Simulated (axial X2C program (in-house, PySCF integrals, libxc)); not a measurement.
# Spectroscopic constants of TeO

Computed with an axial X2C code built on PySCF integrals. Spin-free means the one-electron spin-free X2C Hamiltonian; two-component (2c) means X2C with spin–orbit coupling and atomic mean-field two-electron Coulomb and Gaunt terms, so the difference of the two also holds small scalar two-electron terms. Basis: Te dyall-cv3z [11s12p8d4f1g], O dyall-av3z [7s6p3d2f] (cores contracted in-house); Gaussian nuclei, density fitting, unrestricted open shells. Masses: Te 129.906 u, O 15.995 u.

State, spin-free: M_S = 1, Λ = 0 (beyond evenly filled blocks: π+α, π-α); electrons by block: σα: 13, σβ: 13, π+α: 7, π+β: 6, π-α: 7, π-β: 6, δ+α: 2, δ+β: 2, δ-α: 2, δ-β: 2. Fragments: Te + O.

State, 2c: Ω = 1 (⟨Sz⟩ = 1.00, ⟨Lz⟩ = 0.00 at TPSS); electrons by block: 1/2: 19, -1/2: 20, 3/2: 9, -3/2: 8, 5/2: 2, -5/2: 2. Fragments: Te + O.

| Hamiltonian | level | Re (Å) | ωe (cm⁻¹) | Be (cm⁻¹) | αe (cm⁻¹) | De (eV) | D0 (eV) | k (mdyn/Å) | μ (D) |
| --- | --- | --- | --- | --- | --- | --- | --- | --- | --- |
| spin-free | PBE0 | 1.810 | 849.5 | 0.3615 | 0.00203 | 4.06 | 4.01 | 6.06 | -2.96 |
| spin-free | HF | 1.769 | 951.0 | 0.3781 | n/a | 0.788 | 0.729 | 7.59 | -3.49 |
| spin-free | CCSD | 1.808 | 851.7 | 0.3622 | 0.00209 | 3.63 | 3.58 | 6.09 | n/a |
| spin-free | CCSD(T) | 1.823 | 816.5 | 0.3563 | 0.00204 | n/a | n/a | 5.59 | n/a |
| spin-free | TPSS | 1.839 | 790.9 | 0.3502 | 0.0021 | 4.45 | 4.40 | 5.25 | -2.75 |
| spin-free | BP86 | 1.845 | 777.4 | 0.3477 | 0.00211 | 4.81 | 4.76 | 5.07 | -2.77 |
| spin-free | PW91 | 1.842 | 781.8 | 0.3489 | 0.00212 | 4.86 | 4.81 | 5.13 | -2.81 |
| 2c | TPSS | 1.841 | 785.7 | 0.3494 | 0.00212 | 4.25 | 4.21 | 5.18 | -2.75 |
| 2c | BP86 | 1.847 | 771.8 | 0.3469 | 0.00214 | 4.53 | 4.49 | 5 | -2.77 |
| 2c | PW91 | 1.844 | 776.2 | 0.3481 | 0.00214 | 4.60 | 4.55 | 5.06 | -2.81 |

Correlated methods: 22 electrons correlated (number of frozen shells: Te 4 s, 3 p, 1 d; O 1 s), 246 virtual spin orbitals or spinors in MP2, 140 natural virtuals in coupled cluster.

Dipoles are positive if O is the positive end.

Occupations by symmetry block were frozen at the best pattern of an incomplete PBE0 search. De is counted from the lowest determinant-based energies of the atoms at the same level, without counterpoise correction. De is not given where an atomic determinant may have missed its ground term or J level, or where the truncated virtual space spoils (T). Density functionals use the spin component along the axis (collinear). CCSD and (T) use frozen natural virtuals with an MP2 correction for the truncation; (T) itself is uncorrected, so its De runs slightly low. In 2c an atomic determinant is not the ground J level, so De misses part of the atomic spin–orbit lowering. This holds for TPSS, BP86, PW91. PBE0 can misorder states that lie within some tenths of an eV, so this need not be the ground state of the molecule. The nearest other spin-free determinant of the search, M_S = 0, Λ = 2, lies 0.76 eV up at the distance of the search. Without a current term, density functionals place determinants with orbital angular momentum somewhat too high. With several unpaired electrons one determinant need not be a pure state. Open-shell Ω = 0 determinants with evenly filled partner blocks cannot be reached by this program, so the Ω shown need not be the lowest component. This is the Ω = 1 component of a π² triplet; the 0⁺ component is not one determinant and can lie lowest. The determinant is spin-polarised beyond a pure state at some levels (its spin-free form has ⟨S²⟩ too high), which makes Re and μ there less reliable. The stretched end of a curve changes character and is left out.

No reliable constants came from CCSD (2c), CCSD(T) (2c), HF (2c), MP2 (2c), MP2 (spin-free), PBE0 (2c): no minimum in range, unconverged points, a curve that is not smooth, a change of character along it, or the two Hamiltonians disagreeing along it.

Rough cost a point (2c) on 2 thread(s) of a shared host, integrals apart: TPSS 1.4 s, BP86 0.8 s, PW91 0.8 s.

The whole task took 29 min on 2 threads of Intel(R) Xeon(R) Platinum 8259CL CPU @ 2.50GHz (Skylake/Cascade Lake) (shared host).
